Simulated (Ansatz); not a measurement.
H5NOSSi, SMILES `N[SiH](O)S`, relaxed with RKS PBE-D4/def2-SVP in Ansatz 0.2.0 from a rough embedded geometry. The force threshold is 0.03 eV/Å; the program also tests the step.

The species carries charge 0 and has multiplicity 1.

Start:

```xyz
9

N    -0.381    0.825   -0.989
Si    0.376    0.113    0.269
O     1.119   -1.145   -0.470
S    -1.017   -0.653    1.575
H     0.257    1.110   -1.718
H    -1.029    0.172   -1.437
H     1.335    1.063    0.923
H     1.037   -1.973   -0.013
H    -1.698    0.487    1.860
```

Question: How much energy does the relaxation release, and in how many steps? (Estimate.)

Answer: Ansatz gave: 14.70 kcal/mol, in 8 steps, 1 of them rejected.

Question: Which bonds change most? (Best estimate.)

Answer: Computed: Si2–S4 from 2.058 to 2.166 Å; N1–Si2 from 1.631 to 1.722 Å; Si2–O3 from 1.637 to 1.681 Å; O3–H8 from 0.949 to 0.974 Å.

Question: Give the relaxed structure. (An estimate is asked.)

Answer: Computed: 
```xyz
9

N    -0.412    0.848   -1.113
Si    0.322   -0.032    0.172
O     1.086   -1.427   -0.371
S    -1.206   -0.713    1.548
H     0.169    1.436   -1.716
H    -1.184    0.425   -1.635
H     1.291    0.909    0.831
H     1.463   -1.992    0.328
H    -1.529    0.547    1.956
```
